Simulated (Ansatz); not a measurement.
Relaxation of CH$_{5}$BO$_{2}$ (9 atoms, charge 0, multiplicity 1), to a largest force component of 0.02 eV/Å in at most 40 steps.

Method: Ansatz 0.2.0, RKS CAM-B3LYP-D4/def2-SVP.

```xyz
9
Properties=species:S:1:pos:R:3
B 0.000 0.000 0.000
O 0.000 0.000 1.410
H -0.909 -0.281 1.747
C 1.386 0.000 -0.800
H 1.715 -1.046 -0.970
H 1.249 0.508 -1.777
H 2.155 0.538 -0.208
O -1.221 0.000 -0.705
H -1.731 -0.847 -0.496
```

Q: Where does it end, and by what steps?

A: The forces met the threshold. After 6 steps the energy has fallen by 0.515 eV; H9 moved furthest, 0.47 Å.

```json
{"step": "0", "energy less start (eV)": "0.0000", "largest force component (eV/Å)": "2.162", "accepted": "yes"}
{"step": "1", "energy less start (eV)": "-0.1816", "largest force component (eV/Å)": "2.894", "accepted": "yes"}
{"step": "2", "energy less start (eV)": "-0.4044", "largest force component (eV/Å)": "1.248", "accepted": "yes"}
{"step": "3", "energy less start (eV)": "-0.4482", "largest force component (eV/Å)": "0.877", "accepted": "yes"}
{"step": "4", "energy less start (eV)": "-0.5134", "largest force component (eV/Å)": "0.089", "accepted": "yes"}
{"step": "5", "energy less start (eV)": "-0.5147", "largest force component (eV/Å)": "0.037", "accepted": "yes"}
{"step": "6", "energy less start (eV)": "-0.5149", "largest force component (eV/Å)": "0.007", "accepted": "yes"}
```

```xyz
9
Properties=species:S:1:pos:R:3
B 0.007 -0.141 -0.049
O -0.014 -0.120 1.317
H -0.876 -0.259 1.724
C 1.383 0.032 -0.783
H 1.835 -0.962 -0.937
H 1.264 0.490 -1.775
H 2.095 0.623 -0.189
O -1.116 -0.331 -0.801
H -1.934 -0.461 -0.309
```

Time of the run: 9.9 s on 2 threads of Arm Neoverse V2 (shared host), peak memory 0.16 GiB.
